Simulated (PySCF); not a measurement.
Multinuclear NMR of C$_{6}$H$_{10}$ClNSi$_{2}$

Geometry:
```
atom   x (Å)   y (Å)   z (Å)
  C1   2.325  -0.403  -2.070
  N2   2.654   0.985  -1.977
  C3   2.014   1.763  -1.211
  C4   0.930   1.469  -0.354
  C5  -0.003   1.223   0.377
  C6  -1.064   0.990   1.276
 Si7  -0.907  -0.357   2.623
  C8  -1.979  -0.242   1.071
 Si9  -1.738  -1.304  -0.465
Cl10  -3.162  -2.742  -0.395
 H11   3.197  -0.977  -1.750
 H12   1.452  -0.700  -1.475
 H13   2.147  -0.637  -3.121
 H14   2.337   2.802  -1.202
 H15  -1.587   1.904   1.546
 H16   0.286  -1.181   2.594
 H17  -1.518  -0.050   3.904
 H18  -3.024  -0.004   1.256
 H19  -0.443  -1.982  -0.450
 H20  -1.923  -0.545  -1.699
```

Calculated, not measured (PySCF 2.14.0 with density-fitted response routines): coordinates at the GFN2-xTB level, shieldings: GIAO PBE0/pcSseg-1. No solvent model, no relativistic terms, one conformer, fast rotation and ring inversion assumed for equivalent nuclei.

Question: What are the 29Si shifts?

Answer: 
```tsv
atoms	environment	σ (ppm)	δ (ppm)
Si9	silicon bonded to C, Cl, 2 H	362.6	-18.1
Si7	silicon bonded to 2 C, 2 H, in a 3-membered ring	475.9	-111.2
```

Shieldings were converted by a linear fit to measured shifts: 29Si: δ = 279.94 − 0.822σ (rms 8.9 ppm, 72 shifts, 25.8 ppm with the 6 outliers that the fit left out vs TMS, solution or neat liquid). Occasional misses reach two or three times the rms, and more in compound classes unlike the fitted ones.

On a 400 MHz spectrometer 29Si resonates near 79.5 MHz, so 1 ppm is 79.5 Hz.

Question: Where does 15N resonate?

Answer: 
| atoms | environment | σ (ppm) | δ (ppm) |
| --- | --- | --- | --- |
| N2 | imine nitrogen | -133.6 | -25.0 |

Shieldings were converted by a linear fit to measured shifts: 15N (scatter 6.3 ppm rms vs CH3NO2, solution or neat liquid). Occasional misses reach two or three times the rms, and more in compound classes unlike the fitted ones.

On a 600 MHz spectrometer 15N resonates near 60.8 MHz, so 1 ppm is 60.8 Hz.
